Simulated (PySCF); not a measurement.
Gas-phase reaction: Sb2 + 6 Cl → 2 SbCl3

Method: PySCF energies (xtb for GFN2) plus ideal-gas RRHO corrections (1 bar). † marks an energy on the PBE0/def2-TZVP geometry and frequencies; other levels use their own. CCSD(T) freezes the core. Open shells (unrestricted): Cl (multiplicity 2, electronic degeneracy 6); the rest are closed-shell singlets. GFN2 has no spin-polarisation term. Spin-orbit splitting is ignored; it lowers the true energy and changes the entropy of Cl. Sb: scalar-relativistic def2 core potential, no spin-orbit coupling. CCSD(T) isn't extrapolated to the basis-set limit; its ΔH°(298 K) is -1334.5 kJ in def2-SVP and -1520.2 kJ in def2-TZVPP. The harmonic model lacks anharmonicity and excited electronic states, which grow with temperature; levels with a mode under 35 cm⁻¹ are left out. Soft modes under 120 cm⁻¹ make the harmonic entropy rough for SbCl3.

| level | ΔE electronic, kJ | ΔH°(298 K), kJ | ΔS°(298 K), J/K | ΔG°(1800 K), kJ |
|---|---|---|---|---|
| CCSD(T)/def2-SVP† | -1340 | -1334 | -587 | -278 |
| GFN2-xTB | -1808 | -1805 | -572 | -776 |
| HF/def2-TZVP† | -1163 | -1158 | -587 | -102 |
| PBE/def2-TZVP† | -1698 | -1693 | -587 | -637 |
| PBE0/def2-QZVP† | -1660 | -1655 | -587 | -598 |
| PBE0/def2-TZVP | -1650 | -1645 | -587 | -589 |
| ωB97M-V/def2-TZVP† | -1691 | -1686 | -587 | -629 |
ΔH° is lowest at GFN2-xTB and highest at HF/def2-TZVP†. No reference value is set beside these.
